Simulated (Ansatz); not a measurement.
```yaml
crystal:
  periodic: [false, false, false]
  atoms:
    - {symbol: B, position_ang: [-0.419598, 1.737058, -0.095867]}
    - {symbol: Si, position_ang: [0.509268, 0.093556, 0.482430]}
    - {symbol: C, position_ang: [0.015842, -1.468427, -0.348308]}
    - {symbol: O, position_ang: [-0.407770, -1.220710, 1.001375]}
    - {symbol: H, position_ang: [-1.608076, 1.730878, -0.208576]}
    - {symbol: H, position_ang: [0.185407, 2.716332, -0.416119]}
    - {symbol: H, position_ang: [1.862010, 0.140899, 1.087019]}
    - {symbol: H, position_ang: [-0.796412, -1.506960, -1.071287]}
    - {symbol: H, position_ang: [0.747830, -2.268928, -0.447769]}
basis:
  gaussian: {orbitals: def2-TZVP, point_charges: [{charge: 2.00, position_ang: [5.628, -0.824, 0.647]}]}
total_charge: -1
magnetization: {spin_polarized: true, initial_magnetization: 5}
hamiltonian: {xc: {name: B2GP-PLYP}}
```

```sh
$ ansatz run in.yaml --threads 2 --pin off --events-out ev --progress --plain --max-ram 4352MiB
```

Output, abridged:

```
Functional definition: B2GP-PLYP
1066 factors; integrals over basis functions are off by at most 1.3e-3 eV
mean field evaluation 1: about -11689.0572 eV, gradient 3.5e1 eV
mean field evaluation 2: about -11689.3769 eV, gradient 3.5e1 eV
mean field evaluation 4: about -11697.4946 eV, gradient 1.1e1 eV
mean field evaluation 8: about -11699.2151 eV, gradient 1.8e0 eV
mean field evaluation 16: about -11699.4017 eV, gradient 2.0e-1 eV
mean field evaluation 32: about -11699.4051 eV, gradient 1.0e-3 eV
a density is far from that of the atoms, so the factors are made again for it
1148 factors; integrals over basis functions are off by at most 1.3e-3 eV
mean field evaluation 160: about -11699.4051 eV, gradient 2.8e-4 eV
mean field -11699.40508931 eV, -429.9452068906 hartree, gradient 8.3e-6 eV, S^2 8.769068; 7 other end points of the search recorded, 0 dependent functions left out
8 core orbitals not correlated: weight in the atoms' cores, before any rotation towards them, 1.000 or more for the frozen orbitals, at most 0.000 for the correlated occupied ones
reference -11699.40522248 eV, -429.9452117845 hartree; 14, 9 occupied and 138, 143 virtual orbitals, 1148 factors
second order -18.89558535 eV of doubles, -0.00000000 eV of singles
Total energy: -11706.20763320 eV, -430.1951957678 hartree
```

In this input the spin is set far too high for this molecule. The calculation finished and met its thresholds. The result belongs to that input, not to the molecule as meant.
